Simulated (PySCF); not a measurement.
PySCF input (HF/def2-TZVPD):

```python
from pyscf import gto, scf, dft

mol = gto.M(
    atom='''
    C     1.94601255    0.05728610   -0.34815789
    Ge    0.12730897   -0.03865301   -0.00907551
    O    -0.76956114   -1.09364960   -1.19332389
    O    -0.62523016    1.64314273   -0.06258058
    O    -0.83072933   -0.52875982    1.50627308
    H     2.48604034    0.56304081    0.45519824
    H     2.38628424   -0.91418176   -0.57617502
    H    -1.56289211   -1.37188961   -0.72305241
    H    -0.01193472    2.16401141   -0.59239602
    H    -1.24329533    0.28633272    1.81284001
    ''',
    basis='def2-tzvpd',
    charge=-1,
    spin=0,
    verbose=4,
)

mf = scf.RHF(mol).density_fit(auxbasis='def2-universal-jkfit')
mf.conv_tol = 1e-9
mf.max_cycle = 100
mf.max_memory = 1500
mf.kernel()
if not mf.converged:
    mf = mf.newton()
    mf.kernel(mf.make_rdm1())
mf.analyze()
```

End of the output:

```
Extra cycle  E= -2340.9080759954  delta_E= -1.47e-10  |g|= 1.09e-05  |ddm|= 5.1e-05
converged SCF energy = -2340.9080759954
**** SCF Summaries ****
Total Energy =                       -2340.908075995395393
Nuclear Repulsion Energy =             410.681854417951229
One-electron Energy =                -4093.065557685070416
Two-electron Energy =                 1341.475627271723624
Two-electron Coulomb Energy =         1450.999004794264010
DFT Exchange-Correlation Energy =     -109.523377522540386
HOMO-LUMO gap [eV] =                     7.596460448095320
**** MO energy ****
MO #1   energy= -405.068816210068  occ= 2
MO #2   energy= -51.9703248798264  occ= 2
MO #3   energy= -46.0593930409642  occ= 2
MO #4   energy= -46.0590622238453  occ= 2
MO #5   energy= -46.0572591612711  occ= 2
MO #6   energy= -20.3740125421882  occ= 2
MO #7   energy= -20.3733622720627  occ= 2
MO #8   energy= -20.3722316383645  occ= 2
MO #9   energy= -10.9938710769436  occ= 2
MO #10  energy= -7.0172914518485   occ= 2
MO #11  energy= -4.99479556155667  occ= 2
MO #12  energy= -4.99455892051186  occ= 2
MO #13  energy= -4.9909686696901   occ= 2
MO #14  energy= -1.47709703830119  occ= 2
MO #15  energy= -1.47613260048246  occ= 2
MO #16  energy= -1.46797589388667  occ= 2
MO #17  energy= -1.46630068493944  occ= 2
MO #18  energy= -1.46573541257994  occ= 2
MO #19  energy= -1.15354383060934  occ= 2
MO #20  energy= -1.12369558128818  occ= 2
MO #21  energy= -1.11525518957886  occ= 2
MO #22  energy= -0.692215875042479 occ= 2
MO #23  energy= -0.530526870091661 occ= 2
MO #24  energy= -0.487841724094184 occ= 2
MO #25  energy= -0.481284445756825 occ= 2
MO #26  energy= -0.408876048398989 occ= 2
MO #27  energy= -0.376135875744066 occ= 2
MO #28  energy= -0.358280672343392 occ= 2
MO #29  energy= -0.337669024901714 occ= 2
MO #30  energy= -0.326433736140273 occ= 2
MO #31  energy= -0.315421270281753 occ= 2
MO #32  energy= -0.306903421092152 occ= 2
MO #33  energy= -0.260413455221141 occ= 2
MO #34  energy= -0.103514120917652 occ= 2
MO #35  energy= 0.175650653802461  occ= 0
MO #36  energy= 0.198549529717269  occ= 0
MO #37  energy= 0.204366571928196  occ= 0
MO #38  energy= 0.224813113137093  occ= 0
MO #39  energy= 0.241550699616282  occ= 0
MO #40  energy= 0.246455786871382  occ= 0
MO #41  energy= 0.256487656469212  occ= 0
MO #42  energy= 0.261246683303781  occ= 0
MO #43  energy= 0.271172369033781  occ= 0
MO #44  energy= 0.297659433829883  occ= 0
MO #45  energy= 0.301099067672379  occ= 0
MO #46  energy= 0.311115259076322  occ= 0
MO #47  energy= 0.325190971449872  occ= 0
MO #48  energy= 0.33729751966733   occ= 0
MO #49  energy= 0.351922185772589  occ= 0
MO #50  energy= 0.356774211622295  occ= 0
MO #51  energy= 0.35994183228942   occ= 0
MO #52  energy= 0.371295672668831  occ= 0
MO #53  energy= 0.377596704731181  occ= 0
MO #54  energy= 0.403621203687466  occ= 0
MO #55  energy= 0.42516138307515   occ= 0
MO #56  energy= 0.433515569737941  occ= 0
MO #57  energy= 0.461411677753053  occ= 0
MO #58  energy= 0.463826194524681  occ= 0
MO #59  energy= 0.467696503184851  occ= 0
MO #60  energy= 0.478410380802043  occ= 0
MO #61  energy= 0.483272505729761  occ= 0
MO #62  energy= 0.492533936699728  occ= 0
MO #63  energy= 0.500721696726663  occ= 0
MO #64  energy= 0.506897457131711  occ= 0
MO #65  energy= 0.519683617176635  occ= 0
MO #66  energy= 0.522027511424127  occ= 0
MO #67  energy= 0.535651611101443  occ= 0
MO #68  energy= 0.539694565374441  occ= 0
MO #69  energy= 0.546948049188834  occ= 0
MO #70  energy= 0.5475993274308    occ= 0
MO #71  energy= 0.562518703415811  occ= 0
MO #72  energy= 0.570597472996895  occ= 0
MO #73  energy= 0.579983292699203  occ= 0
MO #74  energy= 0.587198462312361  occ= 0
MO #75  energy= 0.595023683343279  occ= 0
MO #76  energy= 0.603582312635837  occ= 0
MO #77  energy= 0.611586373084027  occ= 0
MO #78  energy= 0.621072763970024  occ= 0
MO #79  energy= 0.640154401423794  occ= 0
MO #80  energy= 0.653090397481083  occ= 0
MO #81  energy= 0.659577333855197  occ= 0
MO #82  energy= 0.67766110026056   occ= 0
MO #83  energy= 0.700093184468941  occ= 0
MO #84  energy= 0.713422339227041  occ= 0
MO #85  energy= 0.726265730615112  occ= 0
MO #86  energy= 0.742254515323348  occ= 0
MO #87  energy= 0.760723177844802  occ= 0
MO #88  energy= 0.763233548373016  occ= 0
MO #89  energy= 0.779528445841194  occ= 0
MO #90  energy= 0.784809225937498  occ= 0
MO #91  energy= 0.788328801947689  occ= 0
MO #92  energy= 0.812159088898847  occ= 0
MO #93  energy= 0.825014987152122  occ= 0
MO #94  energy= 0.84198199179638   occ= 0
MO #95  energy= 0.863224684465083  occ= 0
MO #96  energy= 0.866079230453162  occ= 0
MO #97  energy= 0.890224512170559  occ= 0
MO #98  energy= 0.895225013543941  occ= 0
MO #99  energy= 0.925127799319425  occ= 0
MO #100 energy= 0.933852472614149  occ= 0
MO #101 energy= 0.943914929525516  occ= 0
MO #102 energy= 0.967558195506515  occ= 0
MO #103 energy= 0.974985093291732  occ= 0
MO #104 energy= 0.978956564363635  occ= 0
MO #105 energy= 1.00384955883718   occ= 0
MO #106 energy= 1.01531123242915   occ= 0
MO #107 energy= 1.0286644390756    occ= 0
[...]
```

It need not be the lowest isomer of its formula. Whether it binds its extra electron was not tested at this geometry.
